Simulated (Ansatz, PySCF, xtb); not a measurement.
Pair of molecules: NH3 (SMILES N) (first 4 atoms) with CH3F (SMILES CF); geometry from B3LYP-D3(BJ)/def2-TZVP, rigid monomers moved along the line of their centres of mass till H4···F6 is 3.19 Å.
(charge 0, multiplicity 1):
```csv
atom,x (Å),y (Å),z (Å)
N,0.0014,-0.1752,0.2984
H,0.2376,-0.8822,-0.3885
H,-0.1493,0.6928,-0.2028
H,0.8122,-0.0463,0.8950
C,0.3645,-0.5918,4.5198
F,1.5991,-0.2182,3.9771
H,0.0626,0.1700,5.2391
H,-0.3545,-0.6649,3.7050
H,0.4871,-1.5538,5.0182
```

Interaction energies are E(AB) − E(A) − E(B) at the monomers' geometry in the complex; basis-set methods are counterpoise corrected. Rows marked so take none.

Rows in 6-31G* carry no dispersion term and start afresh at each structure (6-31G* with six Cartesian d functions). MP2/6-31G* freezes PySCF's default core.

Programs: Ansatz (a first-principles code) with Gaussian orbitals; PySCF for 6-31G* rows, the dispersion terms; xtb for the GFN methods. Values without a source in brackets are computed.

Q: Give the interaction energy at the level GFN1-xTB.

A: -0.8 kcal/mol

Q: Predict the interaction energy from MP2/6-31G* (no counterpoise).

A: -2.0 kcal/mol

Q: What interaction energy does B3LYP-D3(BJ)/def2-TZVPPD give?

A: -1.4 kcal/mol
